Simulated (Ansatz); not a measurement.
Sn21AsH32⁻. Total charge -1; triplet. Geometry r2SCAN-D4/def2-SVP; atoms count from 1.

```xyz
54

Sn   -0.0953   -5.1381    1.4712
Sn    3.4067   -1.7693   -3.4802
Sn   -0.4324    1.1219   -4.2757
Sn   -3.7652   -2.4805    1.5200
Sn   -3.9709    0.9159   -1.3116
As   -0.4004   -1.6063   -1.0597
Sn    2.1649   -1.0838    1.7121
Sn    2.1114    1.5679   -0.3609
Sn   -0.3971    0.8597    1.6832
Sn   -1.3236    4.3863   -1.2798
Sn    1.8683    4.6996    3.0056
Sn    1.0097   -3.0338   -2.7655
Sn   -1.8280   -3.6341   -0.1501
Sn    1.5114   -3.4922    3.0811
Sn   -2.1018   -0.5736   -2.7945
Sn    4.2259    0.3117   -1.7890
Sn    0.7461    2.9150   -2.4651
Sn   -5.5622   -0.9921   -0.0202
Sn   -2.2840   -0.7464    3.1687
Sn   -2.5028    2.5371    0.4787
Sn    3.4622    3.7088    0.9293
Sn    0.2967    2.5530    3.8833
H    -1.0732   -6.2029    2.4222
H     0.8919   -6.1731    0.5053
H     4.6088   -3.0135   -3.5615
H     3.2383   -1.2004   -5.1019
H    -1.3199    1.9473   -5.5103
H     0.7586    0.1811   -5.1050
H    -4.5804   -3.7427    2.3859
H    -4.9306    1.8047   -2.4527
H     2.8023   -1.8343    0.2659
H     3.6047   -0.4930    2.5089
H    -2.4145    5.0160   -2.4664
H    -0.6638    5.7609   -0.4681
H     0.8715    5.9676    2.3927
H     2.8290    5.4210    4.2497
H     0.0620   -3.4376   -4.1546
H     1.3686   -4.5221   -1.9665
H    -2.4736   -4.5744   -1.4564
H     2.9164   -4.4368    3.4638
H     0.6936   -3.2865    4.5845
H    -2.8199   -1.8174   -3.7658
H     5.1101    1.4152   -2.7983
H     5.4040   -0.3679   -0.7240
H     1.8264    3.9373   -3.3615
H    -6.4024   -1.9905   -1.1545
H    -6.7874   -0.2736    0.9650
H    -3.4324    0.2394    4.0186
H    -1.5602   -1.7308    4.3955
H    -3.7028    3.3633    1.4404
H     4.9504    3.1451    1.6048
H     3.9073    4.9727   -0.1661
H     1.2394    1.7202    5.0736
H    -1.0619    3.1794    4.7561
```

In the def2 sets Sn takes a core potential; there is no spin–orbit coupling. Single mean-field runs in def2-TZVP are fitted with def2-universal-jkfit. At PBE0-D4/def2-TZVP a singlet of charge -1 lies 1.24 eV below the triplet, each at its own geometry.

Estimate the Mulliken populations of the heavy atoms from the PBE0/def2-TZVP orbitals of Ansatz.


```csv
atom,charge (e),spin (α − β)
Sn1,0.05,0.01
Sn2,0.05,0.00
Sn3,0.03,0.00
Sn4,0.00,0.01
Sn5,0.01,0.01
As6,-0.58,0.00
Sn7,0.02,0.36
Sn8,0.09,0.38
Sn9,0.05,0.21
Sn10,0.03,0.01
Sn11,0.04,0.00
Sn12,0.24,0.01
Sn13,0.20,0.00
Sn14,0.03,0.12
Sn15,0.19,0.00
Sn16,0.02,0.08
Sn17,0.00,0.06
Sn18,0.04,0.00
Sn19,0.02,0.14
Sn20,-0.02,0.19
Sn21,0.03,0.05
Sn22,0.04,0.04
```
Mulliken values depend strongly on the basis.

Where does the spin sit?

Summed by element: Sn 1.65, As 0.00, H 0.35, of 2 unpaired in all. Largest on single atoms: Sn8 0.38, Sn7 0.36, Sn9 0.21.

And the Mayer bond orders between heavy atoms (over 0.3)?

Sn1–Sn13 0.84 (2.81 Å); Sn1–Sn14 0.88 (2.81 Å); Sn2–Sn12 0.85 (2.80 Å); Sn2–Sn16 0.86 (2.80 Å); Sn3–Sn15 0.84 (2.80 Å); Sn3–Sn17 0.86 (2.81 Å); Sn4–Sn13 0.84 (2.81 Å); Sn4–Sn18 0.87 (2.80 Å); Sn4–Sn19 0.85 (2.81 Å); Sn5–Sn15 0.84 (2.81 Å); Sn5–Sn18 0.86 (2.80 Å); Sn5–Sn20 0.85 (2.83 Å); As6–Sn12 0.90 (2.63 Å); As6–Sn13 0.90 (2.64 Å); As6–Sn15 0.90 (2.64 Å); Sn7–Sn9 0.38 (3.22 Å); Sn7–Sn14 0.78 (2.85 Å); Sn8–Sn16 0.78 (2.84 Å); Sn8–Sn17 0.81 (2.85 Å); Sn8–Sn21 0.84 (2.84 Å); Sn9–Sn19 0.76 (2.89 Å); Sn9–Sn20 0.69 (2.95 Å); Sn9–Sn22 0.84 (2.86 Å); Sn10–Sn17 0.87 (2.80 Å); Sn10–Sn20 0.86 (2.81 Å); Sn11–Sn21 0.87 (2.80 Å); Sn11–Sn22 0.86 (2.80 Å).
